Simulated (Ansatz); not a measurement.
C$_{2}$H$_{8}$AlClSi, relaxed with RKS PBE0-D4/def2-TZVP in Ansatz 0.2.0 from a PBE-D4/def2-SVP geometry. The force threshold is 0.005 eV/Å; the program also tests the step.

Charge 0, multiplicity 1. The bonds changed during the relaxation, so this is another structure than the one it started from.

Start:

```xyz
13

C     0.070   -1.444   -1.301
C     0.244   -1.437    0.196
Cl    2.018   -0.801    0.651
Al   -0.137    0.100    1.406
Si   -0.460    2.277    0.321
H    -0.952   -1.829   -1.510
H     0.139   -0.429   -1.740
H     0.788   -2.110   -1.826
H     0.244   -2.453    0.637
H    -0.325   -0.201    2.965
H    -1.917    2.677    0.303
H     0.001    2.263   -1.117
H     0.289    3.388    1.015
```

(1) By how much does the energy fall, and how many steps does the optimiser take? (Estimate.)

(2) Which bonds change most? (Best estimate.)

(3) Give the relaxed structure. (Best estimate.)

Answers

(1) Computed: 0.05 eV, in 5 steps.

(2) Ansatz gave: C2–Cl3 from 1.939 to 1.894 Å; Cl3–Al4 from 2.455 to 2.414 Å; C2–Al4 from 1.993 to 1.972 Å; Si5–H11 from 1.512 to 1.493 Å.

(3) Ansatz gave: 
```xyz
13

C     0.075   -1.445   -1.293
C     0.246   -1.430    0.196
Cl    1.979   -0.807    0.637
Al   -0.131    0.096    1.386
Si   -0.464    2.274    0.317
H    -0.938   -1.803   -1.504
H     0.170   -0.447   -1.726
H     0.777   -2.115   -1.799
H     0.235   -2.427    0.635
H    -0.308   -0.203    2.933
H    -1.904    2.669    0.315
H    -0.016    2.271   -1.106
H     0.280    3.366    1.010
```
